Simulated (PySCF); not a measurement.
**UHF on Ne (neon, neutral)**

Configuration: [Ne], closed-shell 1S. Calculation: PySCF 2.14, in aug-cc-pwCVTZ (7s6p4d2f, 59 functions); no relativity, point nucleus.

```
Total energy                                     : -128.533294 hartree
One-electron energy                              : -182.5362 hartree
Hartree (Coulomb) energy                         : 66.1057 hartree
Exchange energy                                  : -12.1027 hartree
Kinetic energy                                   : 128.50433 hartree
⟨S²⟩                                             : 0.0000
⟨L²⟩                                             : 0.000
Sum of ⟨r⟩                                       : 7.901 bohr
Sum of ⟨r²⟩                                      : 9.404 bohr²
Density at the nucleus (Gaussians lack the cusp) : 597 bohr⁻³
Langevin diamagnetic susceptibility              : -7.45 ×10⁻⁶ cm³/mol
```

```csv
shell,electrons,mean orbital energy (eV),"rms radius, mean of both spins (bohr)"
1s,2,-891.94,0.183
2s,2,-52.610,0.984
2p,6,-23.162,1.11
```

Spin-orbit constants ζ (cm⁻¹) from the X2C one-electron operator on these orbitals (non-relativistic here): bare nucleus, nucleus screened by l(l+1)(2l+1)/3 electrons, and screened by the Breit-Pauli mean field of the electrons.

```
shell   bare  screened nucleus  mean field
   2p  620.8             496.6       437.1
```
